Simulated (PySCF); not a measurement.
## Working with the constants of KB

UHF-CCSD(T) constants of KB, ³Π (triplet), unpaired electrons σ ↑, π ↑ (basis K def2-TZVPP, B def2-TZVPP; no relativity; PySCF 2.14; masses 38.9637 and 11.0093 u):

| Item | Value |
| --- | --- |
| ωe | 275.3 cm⁻¹ |
| ωexe | 2.57 cm⁻¹ |
| Be | 0.23757 cm⁻¹ |
| αe | 0.00268 cm⁻¹ |
| De to K + B | 0.69 eV |

Q: What force constant and bond length do these constants imply?

A: Reduced mass μred = 8.5839 u; k = 5.8918×10⁻⁷·μred·ωe² (u, cm⁻¹, mdyn/Å) = 0.383 mdyn/Å; Re = √(16.8576/(μred·Be)) (u, cm⁻¹, Å) = 2.875 Å.

Q: Estimate the centrifugal constant D from the Kratzer relation and find the Dunham coefficient a1.

A: D = 4Be³/ωe² = 7.08e-07 cm⁻¹; a1 = −1 − αeωe/(6Be²) = -3.18.

Correlated steps freeze 6 core orbitals. The state is the lowest determinant that a PBE0 search found; another state may lie lower at other levels.
